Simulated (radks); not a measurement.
The fluorine anion F-, [Ne], held by a Watson sphere: a shell of charge +1 at radius R that stands for the Madelung well of a crystal (potential energy -1/R inside, -1/r outside, in hartree with lengths in bohr). All-electron calculation, scalar-relativistic Kohn-Sham, PBE, spin-polarised, spherical densities, point nucleus. Program: a radial shooting solver on a logarithmic mesh with Libxc functionals. Response by self-consistent Sternheimer equations with the Hartree and adiabatic LDA kernel, the relativistic mass of each level held fixed and spin-orbit coupling left out. The sphere does not respond.

R (bohr)  e(1s) (eV)  e(2s) (eV)  e(2p) (eV)  <r> 2p (bohr)  sum of <r^2> (bohr^2)  X-ray form factor at sin(theta)/lambda = 0.3 1/angstrom  alpha (bohr^3)
1.79         -659.04     -28.222      -9.712          1.202                  14.49                                                    5.137           7.065
2.17         -658.44     -26.954      -8.579          1.233                  15.32                                                    5.089           8.742
2.49         -657.87     -26.060      -7.739          1.253                  15.90                                                    5.070           10.26
2.65         -657.58     -25.665      -7.358          1.262                  16.16                                                    5.064           11.05
2.94         -657.07     -25.021      -6.730          1.275                  16.58                                                    5.058           12.50
3.09         -656.82     -24.720      -6.434          1.280                  16.77                                                    5.056           13.25
3.13         -656.75     -24.644      -6.358          1.282                  16.82                                                    5.055           13.46
3.46         -656.25     -24.060      -5.778          1.292                  17.19                                                    5.053           15.13
